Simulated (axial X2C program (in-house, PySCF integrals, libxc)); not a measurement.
Potential curves of CrTe⁺, 2c

Calculated with an in-house relativistic program for diatomic molecules. Two-component (2c) means X2C with spin–orbit coupling and atomic mean-field two-electron Coulomb and Gaunt terms. Basis: Te dyall-cv3z [11s12p8d4f1g], Cr dyall-cv3z [9s10p6d3f2g] (cores contracted in-house); Gaussian nuclei, density fitting, unrestricted open shells. Masses: Te 129.906 u, Cr 51.941 u.

State: Ω = 3/2 (⟨Sz⟩ = 1.55, ⟨Lz⟩ = -0.05 at PBE50). Energies in cm⁻¹ from the fragments at the same level (Te + Cr+). Fits are polynomials in 1 − R0/R over 0.85 to 1.23 times the lowest point R0.

| R (Å) | PBE50 | PBE0 |
| --- | --- | --- |
| 2.3023 | -9009 | -13610 |
| 2.3782 | -10490 | -14801 |
| 2.4541 | -11343 | -15380 |
| 2.5300 | -11737 | -15510 |
| 2.6185 | -11792 | -15262 |
| 2.7071 | -11552 | -14722 |
| 2.8209 | -10982 | -13779 |

Occupations by symmetry block were frozen at the best pattern of an incomplete PBE0 search. Dissociation energies refer to the lowest single-determinant-based atoms at the same level and basis. Density functionals use the spin component along the axis (collinear). Without a current term, density functionals place determinants with orbital angular momentum somewhat too high. With several unpaired electrons one determinant need not be a pure state. This is the top spin component of a Σ state; components of lower Ω are not single determinants and can lie lower. The determinant is spin-polarised beyond a pure state at some levels (its spin-free form has ⟨S²⟩ too high), which makes Re and μ there less reliable.

Fit the PBE50 curve near its minimum: give the equilibrium distance, the harmonic wavenumber and the well depth.

At PBE50, 2c: Re = 2.586 Å, ωe ≈ 198 cm⁻¹, De = 1.46 eV to Te + Cr+; Be follows as 0.0679 cm⁻¹.

Fit the PBE0 curve near its minimum: give the equilibrium distance, the harmonic wavenumber and the well depth.

At PBE0, 2c: Re = 2.519 Å, ωe ≈ 231 cm⁻¹, De = 1.92 eV to Te + Cr+; Be follows as 0.0716 cm⁻¹.
